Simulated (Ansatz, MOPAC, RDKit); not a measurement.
System: C$_{3}$H$_{6}$O$_{2}$, charge 0, multiplicity 1. SMILES: COC(C)=O

Atoms: C1, C2, O3, O4, C5, H6, H7, H8, H9, H10, H11. Bonds: C1-C2, C1-H6, C1-H7, C1-H8, C2-O3, C2-O4, O4-C5, C5-H9, C5-H10, C5-H11.

Bond lengths (Å) and angles (degrees) optimised at UFF with RDKit; MMFF94 with RDKit; PM7 with MOPAC; B3LYP/6-31G* with Ansatz (an electronic-structure program), each started from the B3LYP-D3(BJ)/def2-TZVP structure (Ansatz) of the last column. A row stands for all coordinates that are equal there; 12 of 20 kinds are shown. 6-31G* holds six Cartesian d functions. No wavenumbers were computed at UFF, MMFF94, so these may be saddle points.

```tsv
coordinate	UFF	MMFF94	PM7	B3LYP/6-31G*	B3LYP-D3(BJ)/def2-TZVP
C1-C2	1.491	1.498	1.490	1.511	1.504
C1-H6	1.110	1.094	1.096 to 1.102	1.090	1.086
C1-H7	1.110	1.093	1.101	1.095	1.091
C2-O3	1.261	1.223	1.203	1.211	1.204
C2-O4	1.398	1.361	1.360	1.354	1.349
O4-C5	1.423	1.428	1.424	1.436	1.436
C5-H9	1.111	1.095	1.095	1.093	1.089
C1-C2-O3	119.7	124.4	128.1	125.8	125.7
C1-C2-O4	119.6	110.0	109.5	110.8	111.0
O3-C2-O4	120.7	125.6	122.4	123.5	123.3
C2-O4-C5	122.6	113.9	116.1	115.2	115.7
C2-C1-H6	110.1	109.3	110.8	109.4	109.5
```

A range marks coordinates that this level makes unequal.

Mean signed difference of all 10 bond lengths from B3LYP-D3(BJ)/def2-TZVP: UFF 0.021 Å, MMFF94 0.005 Å, PM7 0.004 Å, B3LYP/6-31G* 0.005 Å.
